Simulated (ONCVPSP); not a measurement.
# Building the ONCV potential for iron (PBE, fully relativistic).

Input for ONCVPSP 4.0.1:

```
# ATOM AND REFERENCE CONFIGURATION
# atsym  z   nc   nv     iexc    psfile
  Fe 26.00    3    4        4      upf
#
#   n    l    f
    1    0    2.00
    2    0    2.00
    2    1    6.00
    3    0    2.00
    3    1    6.00
    3    2    6.00
    4    0    2.00
#
# PSEUDOPOTENTIAL AND OPTIMIZATION
# lmax
    2
#
#   l,   rc,      ep,       ncon, nbas, qcut
    0    1.15    0.00    4    8   11.70
    1    0.90    0.00    4    8    8.90
    2    1.50    0.00    3    7    9.30
#
# LOCAL POTENTIAL
# lloc, lpopt,  rc(5),   dvloc0
    4    2    0.75    6.00
#
# VANDERBILT-KLEINMAN-BYLANDER PROJECTORs
# l, nproj, debl
    0    2    3.90
    1    2    0.90
    2    2    1.20
#
# MODEL CORE CHARGE
# icmod, fcfact, rcfact
    0    0.00    0.00
#
# LOG DERIVATIVE ANALYSIS
# epsh1, epsh2, depsh
   -5.00    5.00    0.04
#
# OUTPUT GRID
# rlmax, drl
    6.00    0.01
#
# TEST CONFIGURATIONS
# ncnf
    4
# nvcnf
#   n    l    f
    4
    3    0    2.00
    3    1    6.00
    3    2    6.00
    4    0    1.00
#
    4
    3    0    2.00
    3    1    6.00
    3    2    6.00
    4    0    0.00
#
    4
    3    0    2.00
    3    1    6.00
    3    2    5.00
    4    0    0.00
#
    4
    3    0    2.00
    3    1    6.00
    3    2    5.00
    4    0    2.00
#
```

Command:

```bash
oncvpspr.x < Fe.dat > Fe.out
```

Resulting log (shortened: citation, most of the input echo, consistency checks and plot data are left out):

```
ONCVPSP  (Optimized Norm-Conservinng Vanderbilt PSeudopotential)
relativistic version 4.0.1

#   n    l    f        energy (Ha)
    1    0    2.00    -2.5715001D+02
    2    0    2.00    -3.0115675D+01
    2    1    6.00    -2.5507753D+01    -2.5966419D+01
    3    0    2.00    -3.4542983D+00
    3    1    6.00    -2.1873348D+00    -2.2440039D+00
    3    2    6.00    -2.7358083D-01    -2.7916795D-01
    4    0    2.00    -1.9446407D-01

Reference configufation results
  iterations    29
  all-electron total energy (Ha)   -1.27247554D+03

Begin loop to  construct optimized pseudo wave functions
and semi-local pseudopoentials for all angular momenta

Calculating optimized projector #   1

 for l=   0

    Fraction of norm inside rc  0.870496
    Optimizing pswf for qcut=  11.70 a_B^-1,  ecut=  68.47 Ha
    Residual kinetic energy error=  3.82D-07 Ha

    Energy error per electron        Cutoff
         Ha          eV             Ha
         0.01000     0.27211       35.69
         0.00100     0.02721       46.00
         0.00010     0.00272       54.06
         0.00001     0.00027       60.48

Calculating optimized projector #   2

 for l=   0

    Fraction of norm inside rc  0.029748
    Optimizing pswf for qcut=  11.70 a_B^-1,  ecut=  68.47 Ha
    Residual kinetic energy error=  1.39D-07 Ha

    Energy error per electron        Cutoff
         Ha          eV             Ha
         0.01000     0.27211       23.37
         0.00100     0.02721       37.79
         0.00010     0.00272       48.47
         0.00001     0.00027       56.84

WARNING wellstate: negative energy specified for n= 4 l=  1
WARNING scattering state with energy  0.25000000
WARNING will be used for the first projector

   Wellstate for l =  1  n =  4 kap= -2
     eigenvalue =   0.2500
     asymptotic potential =   0.7500
     half-point radius =  3.3662

Calculating optimized projector #   1

 for l=   1

    Fraction of norm inside rc  0.602625
    Optimizing pswf for qcut=   8.92 a_B^-1,  ecut=  39.76 Ha
    Residual kinetic energy error=  5.56D-04 Ha

    Energy error per electron        Cutoff
         Ha          eV             Ha
         0.01000     0.27211       24.44
         0.00100     0.02721       31.43
         0.00010     0.00272      208.90
         0.00001     0.00027      258.98

Calculating optimized projector #   2

 for l=   1

    Fraction of norm inside rc  0.046367
    Optimizing pswf for qcut=   8.92 a_B^-1,  ecut=  39.76 Ha
    Residual kinetic energy error=  6.81D-05 Ha

    Energy error per electron        Cutoff
         Ha          eV             Ha
         0.01000     0.27211       19.19
         0.00100     0.02721       26.19
         0.00010     0.00272       34.05
         0.00001     0.00027      131.02

   Wellstate for l =  1  n =  4 kap=  1
     eigenvalue =  -1.3440

Calculating optimized projector #   1

 for l=   1

    Fraction of norm inside rc  0.613344
    Optimizing pswf for qcut=   8.92 a_B^-1,  ecut=  39.76 Ha
    Residual kinetic energy error=  4.64D-04 Ha

    Energy error per electron        Cutoff
         Ha          eV             Ha
         0.01000     0.27211       24.82
         0.00100     0.02721       31.86
         0.00010     0.00272      201.42
         0.00001     0.00027      257.35

Calculating optimized projector #   2

 for l=   1

    Fraction of norm inside rc  0.045997
    Optimizing pswf for qcut=   8.92 a_B^-1,  ecut=  39.76 Ha
    Residual kinetic energy error=  5.70D-05 Ha

    Energy error per electron        Cutoff
         Ha          eV             Ha
         0.01000     0.27211       19.63
         0.00100     0.02721       26.87
         0.00010     0.00272       34.26
         0.00001     0.00027      102.98

   Wellstate for l =  2  n =  4 kap= -3
     eigenvalue =   0.9264
     asymptotic potential =   1.4264
     half-point radius =  3.0458

Calculating optimized projector #   1

 for l=   2

    Fraction of norm inside rc  0.776832
    Optimizing pswf for qcut=   9.30 a_B^-1,  ecut=  43.26 Ha
    Residual kinetic energy error=  2.96D-05 Ha

    Energy error per electron        Cutoff
         Ha          eV             Ha
         0.01000     0.27211       31.04
         0.00100     0.02721       36.44
         0.00010     0.00272       40.75
         0.00001     0.00027       87.05

Calculating optimized projector #   2

 for l=   2

    Fraction of norm inside rc  0.133767
    Optimizing pswf for qcut=   9.30 a_B^-1,  ecut=  43.26 Ha
    Residual kinetic energy error=  5.28D-05 Ha

    Energy error per electron        Cutoff
         Ha          eV             Ha
         0.01000     0.27211       30.73
         0.00100     0.02721       36.98
         0.00010     0.00272       42.20
         0.00001     0.00027       72.81

   Wellstate for l =  2  n =  4 kap=  2
     eigenvalue =   0.9208

Calculating optimized projector #   1

 for l=   2

    Fraction of norm inside rc  0.780155
    Optimizing pswf for qcut=   9.30 a_B^-1,  ecut=  43.26 Ha
    Residual kinetic energy error=  2.99D-05 Ha

    Energy error per electron        Cutoff
         Ha          eV             Ha
         0.01000     0.27211       31.09
         0.00100     0.02721       36.47
         0.00010     0.00272       40.81
         0.00001     0.00027       87.41

Calculating optimized projector #   2

 for l=   2

    Fraction of norm inside rc  0.133096
    Optimizing pswf for qcut=   9.30 a_B^-1,  ecut=  43.26 Ha
    Residual kinetic energy error=  5.35D-05 Ha

    Energy error per electron        Cutoff
         Ha          eV             Ha
         0.01000     0.27211       30.76
         0.00100     0.02721       37.01
         0.00010     0.00272       42.24
         0.00001     0.00027       73.11

Construct Vanderbilt / Kleinmman-Bylander projectors

B matrix Hermiticity error, ll=  0  kap= -1
   1   2    3.1120D-04

  Orthonormal projector coefficients  1.2499E+01  1.3681E+00

B matrix Hermiticity error, ll=  1  kap= -2
   1   2    2.7952D-04

  Orthonormal projector coefficients  2.8306E+00 -1.4366E+00

B matrix Hermiticity error, ll=  1  kap=  1
   1   2    2.8821D-04

  Orthonormal projector coefficients  2.5201E+00 -1.4832E+00

B matrix Hermiticity error, ll=  2  kap= -3
   1   2    1.3146D-04

  Orthonormal projector coefficients -5.9698E+00 -1.9923E+00

B matrix Hermiticity error, ll=  2  kap=  2
   1   2    1.3218D-04

  Orthonormal projector coefficients -5.9910E+00 -2.0018E+00

 Orthonormal scalar projector coefficients, l =  1
  2.7234E+00 -1.4474E+00 -3.2318E-03  2.2482E-03

 Orthonormal spin-orbit projector coefficients, l =  1
  2.9059E-01 -1.2569E-01  1.0349E-01 -3.0308E-02

 Orthonormal scalar projector coefficients, l =  2
 -5.9783E+00 -1.9961E+00 -8.3971E-07 -1.3224E-07

 Orthonormal spin-orbit projector coefficients, l =  2
  8.5344E-03  4.0782E-03 -2.7416E-04 -6.1720E-05

Pseudoatom total energy -121.015567

Diagnostic tests using Vanderbilt-Kleinman-Bylander pseudopotentials
  relativistic with J = L +/- 1/2 projectors

   l  kap   rcore       rmatch      e in        delta e    norm test   slope test

   0  -1   1.1526122   1.1876080  -3.4542983  -0.0000018   1.0001765   1.0001829
   0  -1   1.1526122   1.1876080  -0.1944641   0.0000074   1.0000773   1.0000632

   1  -2   0.9019158   0.9292999  -2.1873348  -0.0000699   1.0001687   1.0002605
   1   1   0.9019158   0.9292999  -2.2440039   0.0000156   1.0001797   1.0001906
   1  -2   0.9019158   0.9292999   0.2500000   0.0000216   1.0003858   1.0003858
   1   1   0.9019158   0.9292999   0.2440119   0.0000285   1.0003916   1.0003916

   2  -3   1.5086633   1.5544696  -0.2735808  -0.0000674   1.0000438   0.9999652
   2   2   1.5086633   1.5544696  -0.2791680  -0.0000603   1.0000526   0.9999363
   2  -3   1.5086633   1.5544696   0.9264192  -0.0000041   1.0002514   1.0002514
   2   2   1.5086633   1.5544696   0.9245826  -0.0000033   1.0002508   1.0002508

Diagnostic tests using Vanderbilt-Kleinman-Bylander pseudopotentials
  relativistic with scalar and spin-orbit non-local projectors

   l  kap   rcore       rmatch      e in        delta e    norm test   slope test

   0  -1   1.1526122   1.1876080  -3.4542983  -0.0000018   1.0001765   1.0001829
   0  -1   1.1526122   1.1876080  -0.1944641   0.0000074   1.0000773   1.0000632

   1  -2   0.9019158   0.9292999  -2.1873348  -0.0001605   1.0001690   1.0001973
   1   1   0.9019158   0.9292999  -2.2440039  -0.0000760   1.0001803   1.0001306
   1  -2   0.9019158   0.9292999   0.2500000  -0.0001162   1.0003826   1.0003826
   1   1   0.9019158   0.9292999   0.2440119  -0.0001073   1.0003881   1.0003881

   2  -3   1.5086633   1.5544696  -0.2735808  -0.0000674   1.0000438   0.9999653
   2   2   1.5086633   1.5544696  -0.2791680  -0.0000602   1.0000526   0.9999364
   2  -3   1.5086633   1.5544696   0.9264192  -0.0000041   1.0002514   1.0002514
   2   2   1.5086633   1.5544696   0.9245826  -0.0000032   1.0002508   1.0002508

Ghost test for J = L + 1/2

 Testing for bound ghosts
   n   l    E NL Schr. Eq   E Basis Diag.   E Cutoff

   1   0       -3.454300       -3.454265    198.15
   2   0       -0.194457        0.088928    198.15

   2   1       -2.187405       -2.183321    371.35

   3   2       -0.273648       -0.270861    113.50

 Testing for highly-localized positive-energy ghosts
       l    <radius>/rc     E Basis Diag.   E Cutoff

Ghost test for J = L - 1/2

 Testing for bound ghosts
   n   l    E NL Schr. Eq   E Basis Diag.   E Cutoff

   1   0       -3.454300       -3.454265    198.15
   2   0       -0.194457        0.088928    198.15

   2   1       -2.243988       -2.240298    371.35

   3   2       -0.279228       -0.276544    113.50

 Testing for highly-localized positive-energy ghosts
       l    <radius>/rc     E Basis Diag.   E Cutoff

Test configuration 0

   n   l kap    f        eae           eps        diff
   1   0  -1  2.0000 -257.15001016
   2   0  -1  2.0000  -30.11567543
   2   1  -2  4.0000  -25.50775347
   2   1   1  2.0000  -25.96641888
   3   0  -1  2.0000   -3.45429830   -3.45430007   -1.77E-06
   3   1  -2  4.0000   -2.18733480   -2.18740471   -6.99E-05
   3   1   1  2.0000   -2.24400391   -2.24398831    1.56E-05
   3   2  -3  3.6000   -0.27358083   -0.27364825   -6.74E-05
   3   2   2  2.4000   -0.27916795   -0.27922821   -6.03E-05
   4   0  -1  2.0000   -0.19446407   -0.19445663    7.44E-06

    Total energies and differences
      AE_ref= -1.27247554E+03  AE_tst= -1.27247554E+03  dif=  0.00E+00
      PS_ref= -1.21015567E+02  PS_tst= -1.21015567E+02  dif= -1.71E-13
      PSP excitation error=  1.71E-13

Test configuration 1

   n   l kap    f        eae           eps        diff
   1   0  -1  2.0000 -257.46580213
   2   0  -1  2.0000  -30.42438674
   2   1  -2  4.0000  -25.81703666
   2   1   1  2.0000  -26.27575881
   3   0  -1  2.0000   -3.76760166   -3.76789761   -2.96E-04
   3   1  -2  4.0000   -2.50116925   -2.50137913   -2.10E-04
   3   1   1  2.0000   -2.55773237   -2.55789306   -1.61E-04
   3   2  -3  3.6000   -0.58410111   -0.58475779   -6.57E-04
   3   2   2  2.4000   -0.58977319   -0.59043580   -6.63E-04
   4   0  -1  1.0000   -0.45303649   -0.45288670    1.50E-04

    Total energies and differences
      AE_ref= -1.27247554E+03  AE_tst= -1.27215474E+03  dif=  3.21E-01
      PS_ref= -1.21015567E+02  PS_tst= -1.20694835E+02  dif=  3.21E-01
      PSP excitation error=  7.01E-05

Test configuration 2

   n   l kap    f        eae           eps        diff
   1   0  -1  2.0000 -257.83638984
   2   0  -1  2.0000  -30.78444294
   2   1  -2  4.0000  -26.17793490
   2   1   1  2.0000  -26.63674226
   3   0  -1  2.0000   -4.13242838   -4.13337144   -9.43E-04
   3   1  -2  4.0000   -2.86615709   -2.86677960   -6.23E-04
   3   1   1  2.0000   -2.92265267   -2.92327807   -6.25E-04
   3   2  -3  3.6000   -0.94274135   -0.94434796   -1.61E-03
   3   2   2  2.4000   -0.94853566   -0.95016492   -1.63E-03
   4   0  -1  0.0000   -0.74220355   -0.74220355    0.00E+00

    Total energies and differences
      AE_ref= -1.27247554E+03  AE_tst= -1.27155928E+03  dif=  9.16E-01
      PS_ref= -1.21015567E+02  PS_tst= -1.20099637E+02  dif=  9.16E-01
      PSP excitation error=  3.24E-04

Test configuration 3

   n   l kap    f        eae           eps        diff
   1   0  -1  2.0000 -258.54823123
   2   0  -1  2.0000  -31.51958311
   2   1  -2  4.0000  -26.91107021
   2   1   1  2.0000  -27.36970321
   3   0  -1  2.0000   -4.81948023   -4.81815387    1.33E-03
   3   1  -2  4.0000   -3.54348723   -3.54239008    1.10E-03
   3   1   1  2.0000   -3.60156509   -3.60028915    1.28E-03
   3   2  -3  3.0000   -1.58543153   -1.58051101    4.92E-03
   3   2   2  2.0000   -1.59196815   -1.58697602    4.99E-03
   4   0  -1  0.0000   -1.15009694   -1.15009694    0.00E+00

    Total energies and differences
      AE_ref= -1.27247554E+03  AE_tst= -1.27030163E+03  dif=  2.17E+00
      PS_ref= -1.21015567E+02  PS_tst= -1.18842809E+02  dif=  2.17E+00
      PSP excitation error=  1.15E-03

Test configuration 4

   n   l kap    f        eae           eps        diff
   1   0  -1  2.0000 -257.71478694
   2   0  -1  2.0000  -30.70630577
   2   1  -2  4.0000  -26.09613606
   2   1   1  2.0000  -26.55459472
   3   0  -1  2.0000   -4.00806526   -4.00508217    2.98E-03
   3   1  -2  4.0000   -2.73340059   -2.73110966    2.29E-03
   3   1   1  2.0000   -2.79133283   -2.78877863    2.55E-03
   3   2  -3  3.0000   -0.78869716   -0.78273787    5.96E-03
   3   2   2  2.0000   -0.79499276   -0.78894378    6.05E-03
   4   0  -1  2.0000   -0.51634615   -0.51680678   -4.61E-04

    Total energies and differences
      AE_ref= -1.27247554E+03  AE_tst= -1.27195346E+03  dif=  5.22E-01
      PS_ref= -1.21015567E+02  PS_tst= -1.20495765E+02  dif=  5.20E-01
      PSP excitation error=  2.27E-03
```

The run took about 5.4 s on one core of a shared server CPU.
